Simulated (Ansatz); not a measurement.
Consider the formal hydrolysis of a Ge–O bond: `[NH2][GeH2][O][GeH2][NH2]` + H₂O → `[NH2][GeH2][OH]` + `[NH2][GeH2][OH]`.

Isolated molecules relaxed with PBE0-D4/def2-TZVP in Ansatz; ΔE leaves out vibrations. CCSD(T)/CBS is the MP2 limit (def2-TZVPP, def2-QZVPP) plus CCSD(T) − MP2 in def2-TZVPP, frozen cores. This one scheme is used for every species. DFT in def2-TZVPP. B3LYP here is the variant with VWN-RPA as its local correlation; programs differ in this. For Ge outer-core shells are correlated without core-valence functions, which leaves a few kJ/mol of doubt a bond. Scalar relativity is left out up to krypton. Each species was taken in one conformer, which may not be the lowest.

`[NH2][GeH2][O][GeH2][NH2]`:

```xyz
13

N    -1.559    0.537    0.699
Ge   -0.508    1.530   -0.443
O     0.477    0.391   -1.362
Ge    0.892   -1.258   -0.809
N     1.302   -1.364    0.967
H    -1.767    0.992    1.577
H    -2.420    0.187    0.304
H     0.374    2.423    0.448
H    -1.296    2.334   -1.493
H    -0.322   -2.162   -1.071
H     2.133   -1.642   -1.625
H     2.153   -0.898    1.245
H     0.540   -1.069    1.562
```

H₂O:

Z-matrix (Å, degrees):
```
O
H 1 0.960
H 1 0.960 2 105.1
```

`[NH2][GeH2][OH]`:

Z-matrix (Å, degrees):
```
Ge
O 1 1.780
N 1 1.819 2 104.8
H 1 1.538 2 111.2 3 -115.1
H 1 1.549 2 106.5 3 123.0
H 2 0.959 1 112.2 3 -147.4
H 3 1.009 1 115.8 2 -150.0
H 3 1.009 1 117.0 2 77.3
```

`[NH2][GeH2][OH]`:

```xyz
8

N    -0.681    1.079    0.575
Ge    0.391   -0.301    0.071
O     0.248   -0.362   -1.702
H    -1.675    0.906    0.587
H    -0.402    1.569    1.412
H    -0.024   -1.698    0.595
H     1.822    0.065    0.501
H     0.321   -1.257   -2.040
```

```tsv
level	ΔE (kcal/mol)	difference from CCSD(T)/CBS
PBE-D4	6.8	-1.2
r2SCAN-D4	6.7	-1.3
PBE0-D4	7.1	-0.9
B3LYP-D4	7.6	-0.4
ωB97X-V	7.0	-1.0
ωB97M-V	7.3	-0.7
B2PLYP	6.2	-1.8
PBE	4.8	-3.2
r2SCAN	6.1	-1.9
PBE0	5.4	-2.6
B3LYP	4.6	-3.4
HF/def2-TZVPP	5.2	-2.8
MP2/def2-TZVPP	8.5	0.5
SCS-MP2/def2-TZVPP	7.8	-0.2
CCSD/def2-TZVPP	7.6	-0.4
CCSD(T)/def2-TZVPP	8.2	0.2
HF/def2-QZVPP	5.0	-3.0
MP2/def2-QZVPP	8.3	0.3
SCS-MP2/def2-QZVPP	7.5	-0.5
HF/CBS(def2)	5.0	-3.0
MP2/CBS(def2)	8.2	0.2
CCSD/CBS(def2)	7.4	-0.6
CCSD(T)/CBS	8.0	0
```

Largest T1 diagnostic among the species: 0.012.

The D4 term adds +3.0 kcal/mol with B3LYP and +1.8 kcal/mol with PBE0; it sums over pairs of atoms, weighted by their polarisabilities, and B3LYP, whose exchange is more repulsive, gets the larger term. In def2-TZVPP, CCSD(T) changes the Hartree–Fock value by +3.1 kcal/mol (the triples alone add +0.6 kcal/mol) and MP2 by +3.3 kcal/mol.
